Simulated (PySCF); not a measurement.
# Exercise with solution: oscillator strength and radiative lifetime

Nb(S)(F)(NH2)2 (FH₄N₂NbS), SMILES [S]=[Nb]([NH2])([NH2])[F], multiplicity 1.

Geometry: B3LYP-D3(BJ)/def2-SVP. The spin state was assumed, not searched. The def2 effective core potentials stand for the cores of Nb; spin–orbit coupling is left out. One conformer was computed; it need not be the lowest.

TDA-PBE/def2-SVPD in PySCF 2.14.0 puts the first singlet state with f over 0.02 at 4.78 eV (vertical), with the transition dipole (0.409, 0.155, 0.000) in atomic units.

### Question
Find the oscillator strength, the wavelength and the radiative lifetime that this transition would have in vacuum if emission retraced absorption.

### Answer

|μ|² = 0.1913 au, so |μ| = 1.11 D. ΔE = 4.78/27.211 = 0.1757 hartree. f = (2/3) ΔE |μ|² = 0.022 (the program prints 0.022).
λ = 1239.84/4.78 = 259 nm; ν = 38553 cm⁻¹.
Einstein's coefficient A = 0.6670 ν² f s⁻¹ (ν in cm⁻¹) = 2.2e7 s⁻¹, so τ = 1/A = 45 ns. This state is S6; the lower singlets have f = 0.000, 0.008, 0.004, 0.009, 0.006. The figure is the radiative limit of this one transition; relaxation, internal conversion, crossing to triplets and a medium change what is measured.
